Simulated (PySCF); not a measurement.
C3H6BFO, SMILES C1OB(CF)C1.

Geometry: PBE0-D3(BJ)/def2-SVP. The structure was generated by enumeration, and PubChem lists no compound with its InChIKey, so it may never have been made. Other conformers were not sampled.

Two levels are set side by side: TDA-PBE/def2-SVPD (PySCF) and TDA-ωB97X/def2-SVPD (PySCF). Vertical, same geometry. The lowest singlet is HOMO→LUMO 99 % with PBE and HOMO→LUMO+1 96 % with the other functional; states are paired by order. Differences are taken from unrounded values.

```tsv
quantity	TDA-ωB97X
lowest singlet excitation (eV)	6.82
lowest triplet excitation (TDA) (eV)	6.33
first bright state (f over 0.05) (eV)	8.71
its oscillator strength	0.14
```

Question: What does TDA-PBE give, and how far is it from TDA-ωB97X? (Estimate from the structure and the level; the computed values follow.)

Answer: 
| quantity | TDA-PBE | TDA-PBE minus TDA-ωB97X |
|---|---|---|
| lowest singlet excitation (eV) | 6.02 | -0.80 |
| lowest triplet excitation (TDA) (eV) | 5.56 | -0.77 |
| first bright state (f over 0.05) (eV) | 7.15 | -1.56 |
| its oscillator strength | 0.10 | -0.05 |

Functionals without exact exchange tend to place singlet excitations lower, as here. Differences between two approximate levels are no errors against the true value.

Rough cost on one machine, each run with all the roots and properties that it gave: TDA-ωB97X against TDA-PBE about 5 times.
